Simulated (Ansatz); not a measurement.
Born–Oppenheimer molecular dynamics of C2H3FSi (7 atoms, charge 0, multiplicity 1). It starts at the highest image of a converged band, a first-order saddle point between two minima.

Theory: RKS PBE0-D4/def2-SVP in Ansatz.

| Item | Value |
| --- | --- |
| ensemble | NVE (velocity Verlet) |
| time step | 0.5 fs |
| steps asked | 200 |
| starting velocities drawn for | 100 K |
| seed | 9911 |

First frame:

```xyz
7
Properties=species:S:1:pos:R:3
F -0.124 -2.210 -0.293
C -0.176 -0.907 -0.185
C -0.677 -0.008 0.582
Si 0.701 0.575 -1.008
H -1.231 0.347 1.443
H -0.438 1.402 -0.382
H 1.945 0.800 -0.158
```

(1) How far do the bonds stretch over the last three quarters of this one trajectory? (Pairs bonded in most of those frames.)

## Answers

(1) 
```
  bond  mean (Å)  spread (Å)  shortest  longest
 F1–C2     1.322       0.036      1.27     1.40
 C2–C3     1.328       0.025      1.27     1.37
C2–Si4     1.841       0.058      1.74     1.92
C3–Si4     1.889       0.114      1.72     2.13
 C3–H5     1.100       0.026      1.05     1.16
Si4–H6     1.542       0.034      1.48     1.60
Si4–H7     1.505       0.022      1.45     1.56
```

Mean temperature of the second half: 1611 K. The conserved energy stayed within 0.15 meV per atom of its start (net change 0.093 meV per atom), so the integration is sound. The system heated up, since it started high on the potential surface and ran downhill. A run of 0.1 ps of so small a system gives no equilibrium averages. The orbitals stay closed-shell, which can raise the energy where a bond breaks towards radicals; this wasn't checked here.

Run time: 8 min on 1 thread of Arm Neoverse V1 (shared host), peak memory 0.25 GiB.
